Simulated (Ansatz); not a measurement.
Reaction (SMILES): CC(C)CO -> [CH2]C(C)CO + H atom (the C-H bond at the site shown breaks; other sites are not compared here)
Structures are relaxed separately at B3LYP-D3(BJ)/def2-TZVP in Ansatz (a quantum-chemistry and plane-wave program), one conformer each, not searched for the lowest. Frequencies are from Ansatz.

Property: bond dissociation energy (0 K, with B3LYP-D3(BJ) harmonic zero-point energies), in eV. Correlated levels leave the core frozen unless marked. Open shells are spin-unrestricted. No spin-orbit coupling. No relativistic terms. CBS(X,Y): correlation extrapolated as X^-3; Hartree-Fock from the larger set.

| level | program | bond dissociation energy (eV) | minus last row |
|---|---|---|---|
| HF/STO-3G | Ansatz | 4.45 | 0.11 |
| PBE-D4/def2-TZVPD | Ansatz + dftd4 | 4.17 | -0.17 |
| BLYP/def2-TZVPD | Ansatz | 4.14 | -0.20 |
| revPBE-D4/def2-TZVPD | Ansatz + dftd4 | 4.12 | -0.22 |
| r2SCAN-D4/def2-TZVPD | Ansatz + dftd4 | 4.09 | -0.25 |
| B3LYP-D3(BJ)/def2-TZVPD | Ansatz + dftd3 | 4.24 | -0.10 |
| B3LYP-D4/def2-TZVPD | Ansatz + dftd4 | 4.24 | -0.10 |
| B3LYP/def2-TZVPD | Ansatz | 4.21 | -0.13 |
| PBE0/def2-TZVPD | Ansatz | 4.15 | -0.19 |
| LC-wPBE-D4/def2-TZVPD | Ansatz + dftd4 | 4.16 | -0.18 |
| B2GP-PLYP-D3(BJ)/def2-TZVPD | Ansatz + dftd3 | 4.23 | -0.11 |
| B2GP-PLYP/def2-TZVPD | Ansatz | 4.23 | -0.11 |
| RPA@PBE/cc-pVTZ | Ansatz | 4.26 | -0.08 |
| MP2/6-31G | Ansatz | 3.85 | -0.49 |
| MP2/cc-pVDZ | Ansatz | 4.14 | -0.20 |
| RI-MP2/cc-pVTZ | Ansatz | 4.29 | -0.05 |
| RI-MP2/CBS(cc-pVTZ,cc-pVQZ) | Ansatz | 4.36 | 0.02 |
| CCSD/6-31G* | Ansatz | 4.00 | -0.34 |
| CCSD/cc-pVDZ | Ansatz | 4.14 | -0.20 |
| CCSD(T)/cc-pVDZ | Ansatz | 4.17 | -0.17 |
| CCSD(T)/CBS(cc-pVTZ,cc-pVQZ) | Ansatz | 4.34 | 0.00 |
